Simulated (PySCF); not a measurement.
Level sweep

Compound: C2H10BNSi.
SMILES: `CB(C)[SiH2]N`

PySCF, dipoles from the SCF density, polarisabilities from static response with core orbitals frozen. Geometry: PBE0-D3(BJ)/def2-SVP, one conformer, isolated molecule.

The anisotropy is √(½[(α1 − α2)² + (α2 − α3)² + (α3 − α1)²]).

```json
{"level": "LDA/def2-SVPD", "μ (D)": "1.065", "α (au)": "83.65", "anisotropy (au)": "23.28"}
{"level": "PBE/def2-SVPD", "μ (D)": "1.070", "α (au)": "81.83", "anisotropy (au)": "22.58"}
{"level": "B3LYP/def2-SVPD", "μ (D)": "1.062", "α (au)": "78.49", "anisotropy (au)": "19.86"}
{"level": "PBE0/def2-SVPD", "μ (D)": "1.072", "α (au)": "77.89", "anisotropy (au)": "19.78"}
{"level": "BHandHLYP/def2-SVPD", "μ (D)": "1.064", "α (au)": "74.79", "anisotropy (au)": "17.41"}
{"level": "CAM-B3LYP/def2-SVPD", "μ (D)": "1.062", "α (au)": "76.83", "anisotropy (au)": "18.31"}
{"level": "wB97X-D/def2-SVPD", "μ (D)": "1.075", "α (au)": "77.07", "anisotropy (au)": "18.45"}
{"level": "LC-wPBE/def2-SVPD", "μ (D)": "1.080", "α (au)": "74.75", "anisotropy (au)": "17.19"}
{"level": "HF/def2-SVPD", "μ (D)": "1.098", "α (au)": "70.94", "anisotropy (au)": "14.62"}
{"level": "PBE0/6-31G*", "μ (D)": "1.210", "α (au)": "63.56", "anisotropy (au)": "18.04"}
{"level": "PBE0/6-31+G*", "μ (D)": "1.128", "α (au)": "72.22", "anisotropy (au)": "18.31"}
{"level": "PBE0/def2-SVP", "μ (D)": "1.187", "α (au)": "67.20", "anisotropy (au)": "17.16"}
{"level": "PBE0/aug-cc-pVDZ", "μ (D)": "1.055", "α (au)": "79.94", "anisotropy (au)": "20.47"}
{"level": "PBE0/def2-TZVP", "μ (D)": "1.125", "α (au)": "74.86", "anisotropy (au)": "19.68"}
{"level": "PBE0/def2-TZVPD", "μ (D)": "1.079", "α (au)": "79.31", "anisotropy (au)": "20.33"}
```

The dipole runs from 1.05 D (PBE0/aug-cc-pVDZ) to 1.21 D (PBE0/6-31G*). No reference polarisability is at hand; against PBE0 in the largest diffuse basis at hand (def2-TZVPD) the other PBE0 rows deviate by 6-31G* -20%, 6-31+G* -9%, def2-SVP -15%, def2-SVPD -2%, aug-cc-pVDZ +1%, def2-TZVP -6%. In one basis (def2-SVPD) the functionals order the polarisability from HF (lowest) to LDA (highest), a spread of 18%. With PBE0 the polarisability is 68.54 au without diffuse functions (mean of 6-31G*, def2-SVP and def2-TZVP) and 77.34 au with them (mean of 6-31+G*, def2-SVPD, aug-cc-pVDZ and def2-TZVPD).
